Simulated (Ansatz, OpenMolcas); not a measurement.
**A ladder of methods for C2H7NSi (SMILES NC1C[SiH2]1)**

The species is C2H7NSi (11 atoms), meant as a singlet with charge 0. SMILES: `NC1C[SiH2]1`. The shape is that of a PBE0-D4/def2-TZVP optimisation. This is one conformer, not always the lowest.

```
atom    x (Å)    y (Å)    z (Å)
   N  -1.3372   0.8261  -0.3142
   C   0.0481   0.5874  -0.0151
   C   0.2961  -0.5197   1.0252
  Si   0.8450  -0.9559  -0.6851
   H  -1.4504   1.2883  -1.2060
   H  -1.7740   1.4015   0.3975
   H   0.7014   1.4542   0.1186
   H   1.0251  -0.3117   1.8013
   H  -0.6079  -0.9970   1.3906
   H   2.2887  -0.9399  -1.0055
   H   0.0303  -1.8901  -1.4868
```

Quantity: the vertical ionisation energy (to the doublet cation), in eV. The values are calculated.

| level | kind | program | value (eV) | CPU time (all runs) |
| --- | --- | --- | --- | --- |
| HF/def2-SVP | Hartree–Fock | OpenMolcas | 7.95 | 28 s |
| SVWN5/def2-SVP | LDA | OpenMolcas | 8.18 | 93 s |
| BLYP/def2-SVP | GGA | OpenMolcas | 7.91 | 2.5 min |
| r2SCAN/def2-SVP | meta-GGA | Ansatz | 8.21 | 38 s |
| B3LYP/def2-SVP | global hybrid | Ansatz | 8.30 | 23 s |
| wB97M-V/def2-SVP | range-separated hybrid | Ansatz | 8.47 | 3.7 min |
| RPA@PBE/def2-SVP | RPA | Ansatz | 8.25 | 33 s |
| MP2/def2-SVP | perturbation theory | Ansatz | 8.56 | 11 s |
| CCSD(T)/def2-SVP | coupled cluster or CI | Ansatz | 8.42 | 2.1 min |

The values span 7.91 to 8.56 eV. The coupled-cluster rows rest on a doubtful reference here (large T1 or Brueckner and Hartree–Fock orbitals at odds), and rows may lie in different states. The second state's dipole differs much between rows, so they may not all be the same state. Times are those of the runs behind each value, whatever else they computed, on shared processors of several kinds: orders of magnitude only.
